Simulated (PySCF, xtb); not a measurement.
GeSe, SMILES [Ge]=[Se] (connectivity only; charge and spin as stated), neutral, multiplicity 1.

GFN2-xTB (xtb) at its own geometry gives an orbital gap of 2.78 eV and a dipole moment of 5.56 D.

Geometry: B3LYP-D3(BJ)/def2-TZVP.

Problem. What does M06-2X/def2-TZVPD run with PySCF give? (Estimate from the structure and the level; the computed values follow.)

Solution. gap 6.80 eV (levels -8.51 and -1.71 eV), dipole 2.24 D.
